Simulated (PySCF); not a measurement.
Task: Give a PBE0-D3(BJ)/def2-SVP geometry of `F[SiH2][C@@]1(Br)C=C1F`.

Result: 
Z-matrix in Å and degrees, rows numbered from 1:
```
F 
Si  1  1.6302
C   2  1.8762  1  106.65
Br  3  2.0236  2  103.24  1  -178.89
C   3  1.5056  2  127.96  1   -35.23
C   5  1.2970  3   61.49  2   115.97
F   6  1.2921  3  143.80  5  -178.86
H   2  1.4844  1  108.49  3   119.06
H   2  1.4846  1  108.36  3  -118.08
H   5  1.0853  3  143.33  6   178.64
```

The C–C distances run from 1.297 Å (C5=C6, drawn double) to 1.506 Å (C3–C5, drawn single), a spread of 0.209 Å. Si2 (fluorine-bound silicon) is tetrahedral (angles from 106.7° to 112.9°). The 3-membered ring C3–C5–C6 has internal angles of 52.1° to 66.4°.

Level of theory: PySCF, PBE0-D3(BJ)/def2-SVP geometry optimisation, gas phase.

Point group: C1 (no symmetry element, even within 0.4 Å). No PBE0-D3(BJ)/def2-SVP frequencies stand behind this structure, so it isn't proved a minimum. One conformer, not necessarily the lowest (F1–Si2–C3–Br4 -179°).
